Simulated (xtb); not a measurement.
xtb input:

```bash
xtb mol.xyz --gfn 1 --opt tight --chrg 0 --uhf 0
```
mol.xyz:
```
12

C      2.88887782    -0.12196154     0.02848622
C      1.50410566    -0.00348332    -0.57444304
O      0.54113885    -0.07019006     0.47019008
Ge    -1.19387368     0.04425519     0.04858533
H      2.99266576    -1.06981594     0.55834154
H      3.06511891     0.68818671     0.73739062
H      3.65117070    -0.07385413    -0.75232466
H      1.41124385     0.94568645    -1.11980203
H      1.33877550    -0.81268506    -1.29888868
H     -1.92854761    -0.06196239     1.38877775
H     -1.45504820     1.39549588    -0.64925841
H     -1.55843282    -1.11302797    -0.90474658
```

### Question
What final total energy does it print?

### Answer
-14.91494 Eh (GFN1-xTB).
